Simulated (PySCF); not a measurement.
Atom-mapped SMILES (the numbers label the heavy atoms): `[O-:1][c:2]1[s:3][cH:4][cH:5][c:6]1[SH:7]`. Hydrogens are named by the atom that carries them.

Geometry: GFN2-xTB; GIAO shifts from PySCF 2.14.0 with density-fitted response routines, gas phase, non-relativistic, averaged over equivalent atoms.

At PBE/pcSseg-1 (148 basis functions, 24 s wall time on 1 thread of an Arm Neoverse V1, shared host):
| atoms | δ (ppm) |
| --- | --- |
| O1 | 308.4 |
| C2 | 169.8 |
| C5 | 118.2 |
| C4 | 86.8 |
| C6 | 82.9 |
| H(C5) | 6.01 |
| H(C4) | 4.51 |
| H(S7) | 4.04 |

Scale: H2O for 17O (σref 336.32); TMS for 13C (σref 182.62) and 1H (σref 31.64) (reference shieldings calculated alike).

Q: What do these become at PBE0/pcSseg-1?

A: 
```json
{"atoms": "O1", "δ at PBE0/pcSseg-1": "302.1", "change": "-6.3"}
{"atoms": "C2", "δ at PBE0/pcSseg-1": "175.9", "change": "+6.1"}
{"atoms": "C5", "δ at PBE0/pcSseg-1": "123.9", "change": "+5.7"}
{"atoms": "C4", "δ at PBE0/pcSseg-1": "89.9", "change": "+3.1"}
{"atoms": "C6", "δ at PBE0/pcSseg-1": "81.0", "change": "-1.9"}
{"atoms": "H(C5)", "δ at PBE0/pcSseg-1": "6.12", "change": "+0.11"}
{"atoms": "H(C4)", "δ at PBE0/pcSseg-1": "4.56", "change": "+0.05"}
{"atoms": "H(S7)", "δ at PBE0/pcSseg-1": "4.25", "change": "+0.21"}
```

Referencing at the same level of theory: 17O (σref 336.08) vs H2O; TMS for 13C (σref 186.93), 1H (σref 31.72).

The largest change is at O1 (oxygen bonded to C). Cost: 148 basis functions. The order of the carbon signals is the same at both levels.

Unscaled 17O shifts of doubly bonded oxygen tend to come out too high, by tens of ppm or more. Experimental scales use liquid or dissolved standards, which lie at an offset from isolated H2O (liquid H2O: subtract about 36 ppm).
